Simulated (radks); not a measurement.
Tc+, configuration [Kr] 4d5 5s0.5 5p0.5 (fractional occupations, a model configuration). Method: Dirac Kohn-Sham, LDA (Slater exchange, Perdew-Wang correlation), spin-unpolarised, spherical densities, finite nucleus; open shells are shared between the two j in proportion to 2j + 1; Fermi nuclear charge, rms radius 4.4112 fm; computed with a radial shooting solver on a logarithmic mesh with Libxc functionals. Some entries of the table are withheld. Estimate them.

| orbital | occ. | eigenvalue (eV) | <r> (bohr) |
|---|---|---|---|
| 1s1/2 | 2 | (1) | 0.03432 |
| 2s1/2 | 2 | -2980.111 | 0.1494 |
| 2p1/2 | 2 | -2750.617 | (2) |
| 2p3/2 | 4 | -2632.559 | (3) |
| 3s1/2 | 2 | -525.3678 | 0.4160 |
| 3p1/2 | 2 | -437.0889 | 0.4096 |
| 3p3/2 | 4 | -417.3310 | 0.4202 |
| 3d3/2 | 4 | -260.5104 | (4) |
| 3d5/2 | 6 | -256.7085 | (5) |
| 4s1/2 | 2 | -81.6331 | 1.057 |
| 4p1/2 | 2 | -55.7194 | 1.150 |
| 4p3/2 | 4 | -52.7236 | 1.181 |
| 4d3/2 | 2 | -15.0755 | 1.656 |
| 4d5/2 | 3 | -14.7754 | 1.674 |
| 5s1/2 | 0.5 | -12.1216 | 2.995 |
| 5p1/2 | 0.166667 | -7.6146 | (6) |
| 5p3/2 | 0.333333 | -7.3677 | (7) |

Answer. 
(1) 1s1/2 eigenvalue (eV): -20837.54
(2) 2p1/2 <r> (bohr): 0.1272
(3) 2p3/2 <r> (bohr): 0.1318
(4) 3d3/2 <r> (bohr): 0.3973
(5) 3d5/2 <r> (bohr): 0.4008
(6) 5p1/2 <r> (bohr): 3.696
(7) 5p3/2 <r> (bohr): 3.787
